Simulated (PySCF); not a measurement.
Si(Me)2 (C2H6Si), SMILES C[Si]C (connectivity only; charge and spin as stated), neutral, multiplicity 1. Geometry optimised at TPSSh-D3(BJ)/def2-TZVP. The isomer is the one that the SMILES or the coordinates give; other isomers of the formula were not compared.

Method: TPSSh-D3(BJ)/def2-TZVP (PySCF).

Harmonic wavenumbers (cm⁻¹): 109, 118, 248, 503, 559, 652, 658, 728, 862, 1253, 1262, 1432, 1437, 1461, 1467, 2970, 2973, 3044, 3050, 3101, 3102. Rotational constants (GHz): 16.81, 7.038, 5.280; symmetry number 2.

Q: Work out the zero-point energy and the ideal-gas rigid-rotor harmonic-oscillator thermochemistry at 298.15 K and 1 atm.

A: ZPE = ½ Σ hcν = ½ × 30989 cm⁻¹ = 185.36 kJ/mol. H − E(el) = 202.61 kJ/mol. Entropy in J/(mol K): translation 159.42, rotation 93.64, vibration 44.47, total 297.53. G − E(el) = 113.90 kJ/mol. Cp = 82.93 J/(mol K). Modes under 150 cm⁻¹ make the vibrational entropy uncertain.
